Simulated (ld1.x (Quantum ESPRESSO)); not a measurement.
## B (Z = 5): variants of one PAW potential

Base potential:

ld1.x (Quantum ESPRESSO) 7.5 input, shortened:

```
&input
   title='B', zed=5., rel=1, dft='PBE', iswitch=3,
   config='[He] 2s2 2p1 3d-2'
 /
 &inputp
   pseudotype=3, lpaw=.true., tm=.true., lloc=-1, rcloc=1.20,
   nlcc=.true.,
   which_augfun='PSQ', rmatch_augfun_nc=.true.
 /
5
2S  1  0   2.00   0.00  1.00  1.15  0.0
2S  1  0   0.00   0.80  1.00  1.15  0.0
2P  2  1   1.00   0.00  1.65  2.20  0.0
2P  2  1   0.00   1.65  1.65  2.20  0.0
3D  3  2  -2.00   0.15  1.80  2.00  0.0
 &test
   configts(1)='2s2 2p1'
 /
```

All-electron outer shells of the reference configuration (PBE, scalar-relativistic, ld1.x):

```json
{"shell": "1s", "level (eV)": "-180.59", "outermost node (bohr)": "–", "outermost maximum (bohr)": "0.21"}
{"shell": "2s", "level (eV)": "-9.44", "outermost node (bohr)": "0.46", "outermost maximum (bohr)": "1.52"}
{"shell": "2p", "level (eV)": "-3.61", "outermost node (bohr)": "–", "outermost maximum (bohr)": "1.57"}
```

Cutoffs, loose and tight: the cutoffs (Ry, on a coarse ladder) from which the occupation-weighted sum of valence levels, in a spherical-Bessel basis at the reference potential, stays within 10 and 1 mRy of its value at 400 Ry. They do not see the model core or the augmentation charge, which bear on the density cutoff. Test errors are all-electron minus pseudo excitation energies from the reference, over the configurations 2s2 2p0; 2s1 2p0; 2s2 2p0.5; 2s2 2p1.3; 2s1 2p2; 2s1 2p1; 2s0 2p3. A dash means not determined; rows that change the core or the reference have their own tests.

Cutoffs are not given where the Bessel-basis levels miss the radial ones by over 6 mRy, ghosts where they miss by over 20 mRy; a channel whose overlap is not positive is not tested.

A file whose overlap is not positive is unfit for use, and its test errors describe a broken file.

| change | outcome | bound ghosts | largest test error (meV) |
| --- | --- | --- | --- |
| base | generated, overlap not positive | not determined (overlap not positive) | -4.9 |
| all radii but the core radius scaled by about 0.77 (s 0.88, p 1.70, d 1.54 bohr, rcut 0.78/1.28/1.40); local potential all-electron potential smoothed inside 0.92 bohr (lloc = -1) | failed: new_paw_hamiltonian: negative rho | – | – |
| all radii but the core radius scaled by about 0.82 (s 0.94, p 1.80, d 1.64 bohr, rcut 0.82/1.36/1.48); local potential all-electron potential smoothed inside 0.98 bohr (lloc = -1) | failed: new_paw_hamiltonian: negative rho | – | – |
| all radii but the core radius scaled by about 0.90 (s 1.04, p 2.00, d 1.80 bohr, rcut 0.90/1.50/1.62); local potential all-electron potential smoothed inside 1.08 bohr (lloc = -1) | failed: new_paw_hamiltonian: negative rho | – | – |
| all radii but the core radius scaled by about 1.22 (s 1.40, p 2.70, d 2.44 bohr, rcut 1.22/2.02/2.20); local potential all-electron potential smoothed inside 1.46 bohr (lloc = -1) | generated, overlap not positive | not determined (overlap not positive) | -4.8 |
| all radii but the core radius scaled by about 1.29 (s 1.48, p 2.84, d 2.58 bohr, rcut 1.30/2.14/2.34); local potential all-electron potential smoothed inside 1.56 bohr (lloc = -1) | generated, overlap not positive | not determined (overlap not positive) | -4.8 |
| all radii but the core radius scaled by about 1.39 (s 1.60, p 3.04, d 2.78 bohr, rcut 1.38/2.28/2.50); local potential all-electron potential smoothed inside 1.66 bohr (lloc = -1) | generated, overlap not positive | not determined (overlap not positive) | -4.5 |

(1) What comes out with this change to the base: all radii but the core radius scaled by about 1.08 (s 1.24, p 2.38, d 2.16 bohr, rcut 1.08/1.80/1.96); local potential all-electron potential smoothed inside 1.30 bohr (lloc = -1)?

(2) What comes out with this change to the base: all radii but the core radius scaled by about 1.16 (s 1.34, p 2.56, d 2.32 bohr, rcut 1.16/1.92/2.08); local potential all-electron potential smoothed inside 1.40 bohr (lloc = -1)?

Results:

(1) outcome: generated, overlap not positive; bound ghosts: not determined (overlap not positive); largest test error (meV): +11. A file whose overlap is not positive is unfit for use, and its test errors describe a broken file.

(2) outcome: generated, overlap not positive; bound ghosts: not determined (overlap not positive); largest test error (meV): +53. A file whose overlap is not positive is unfit for use, and its test errors describe a broken file.

Reading the sweep of the scale of all radii but the core radius (base = 1) (base included, trends over the rows without a ghost): The generation fails at 0.77, 0.82, 0.9.
